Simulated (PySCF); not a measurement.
**Core-level binding energies of `CS[Si@@H]1CC[SiH2]N1`**

Species: C3H11NSSi2.
Numbering: `[CH3:1][S:2][Si@@H:3]1[CH2:4][CH2:5][SiH2:6][NH:7]1`

Method: delta-SCF UKS SCAN, pcX-2 on the ionised atom, pcseg-1 elsewhere, spin-free X2C (PySCF). These are vertical core ionisation energies against the vacuum level, from separate self-consistent calculations with and without the core hole.

Question: Give the core binding energies atom by atom.

Answer: 
```json
{"atom(s)": "Si6", "bonded to": "N, C and 2 H", "level": "Si 2p3/2", "binding energy (eV)": "106.64", "2p1/2 (eV)": "107.26", "above the level's lowest (eV)": "0.00", "count": "1"}
{"atom(s)": "Si3", "bonded to": "N, S, C and H", "level": "Si 2p3/2", "binding energy (eV)": "106.69", "2p1/2 (eV)": "107.32", "above the level's lowest (eV)": "+0.05", "count": "1"}
{"atom(s)": "C4", "bonded to": "C, 2 H and Si", "level": "C 1s", "binding energy (eV)": "290.04", "2p1/2 (eV)": "–", "above the level's lowest (eV)": "0.00", "count": "1"}
{"atom(s)": "C5", "bonded to": "C, 2 H and Si", "level": "C 1s", "binding energy (eV)": "290.14", "2p1/2 (eV)": "–", "above the level's lowest (eV)": "+0.10", "count": "1"}
{"atom(s)": "C1", "bonded to": "S and 3 H", "level": "C 1s", "binding energy (eV)": "291.21", "2p1/2 (eV)": "–", "above the level's lowest (eV)": "+1.17", "count": "1"}
{"atom(s)": "N7", "bonded to": "H and 2 Si", "level": "N 1s", "binding energy (eV)": "403.91", "2p1/2 (eV)": "–", "above the level's lowest (eV)": "0.00", "count": "1"}
{"atom(s)": "Si6", "bonded to": "N, C and 2 H", "level": "Si 1s", "binding energy (eV)": "1846.48", "2p1/2 (eV)": "–", "above the level's lowest (eV)": "0.00", "count": "1"}
{"atom(s)": "Si3", "bonded to": "N, S, C and H", "level": "Si 1s", "binding energy (eV)": "1846.62", "2p1/2 (eV)": "–", "above the level's lowest (eV)": "+0.14", "count": "1"}
{"atom(s)": "S2", "bonded to": "C and Si", "level": "S 1s", "binding energy (eV)": "2476.27", "2p1/2 (eV)": "–", "above the level's lowest (eV)": "0.00", "count": "1"}
```

Lowest listed C 1s: C4, bonded to C, 2 H and Si. Highest, 1.17 eV above it: C1, bonded to S and 3 H.

The 2 Si 1s values lie within 0.14 eV of each other; Gaussian lines of 0.5 eV full width would blend them into one maximum.

The 2 Si 2p3/2 values lie within 0.05 eV of each other.

Question: Which photon energy gives electrons from C 1s of C1 a kinetic energy of 100 eV, and what is their de Broglie wavelength?

Answer: hν = 291.21 + 100 = 391.21 eV, recoil neglected; λ = 12.264 Å/√(E/eV) = 1.23 Å.

Question: Which photon wavelength matches the C 1s of C1 threshold?

Answer: λ = hc/E = 12398.42 eV Å / 291.21 eV = 42.576 Å.

Not every level is listed. Spin–orbit and ligand-field terms were added within each 2p shell after the spin-free SCF. 2p1/2 minus 2p3/2 (ligand field included): Si 0.62 eV. One conformer (not necessarily the lowest) at the PBE0-D3(BJ)/def2-SVP geometry, without solvent, vibrations or thermal averaging.

The run took 86 s wall on one thread, Arm Neoverse V2 (shared host).
